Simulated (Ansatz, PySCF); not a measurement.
Cl2Zn, SMILES [Cl][Zn][Cl] (connectivity only; charge and spin as stated), charge -1, multiplicity 2. Atoms are numbered in the order given.

```xyz
3

Zn     0.0000     0.0000     0.5910
Cl     0.0000    -1.9791    -0.5883
Cl     0.0000     1.9791    -0.5883
```
Charge -1, spin multiplicity 2.

Geometry optimised at PBE0-D3(BJ)/def2-SVPD. The multiplicity is an assumed one; other spin states were not compared. The isomer is the one that the SMILES or the coordinates give; other isomers of the formula were not compared.

Two levels are set side by side: PBE-D3(BJ)/def2-SVPD (Ansatz, a quantum-chemistry and plane-wave program) and PBE0-D3(BJ)/def2-SVPD (Ansatz). Each level has its own optimised geometry; the coordinates shown are those of the second. Frequencies come from the Hessian of PySCF at each geometry. Differences are taken from unrounded values.

```csv
quantity,PBE0-D3(BJ),PBE-D3(BJ),PBE-D3(BJ) minus PBE0-D3(BJ)
mean bond length (Å),2.304,2.320,0.016
bond Zn1–Cl2 (Å),2.304,2.320,0.016
bond Zn1–Cl3 (Å),2.304,2.320,0.016
highest harmonic wavenumber (cm⁻¹),294,283,-11
mean harmonic wavenumber (cm⁻¹),219,209,-10
zero-point energy (kcal/mol),0.94,0.90,-0.04
```

GGA bonds tend to be longer and softer than those of functionals with exact exchange. Differences between two approximate levels are no errors against the true value.
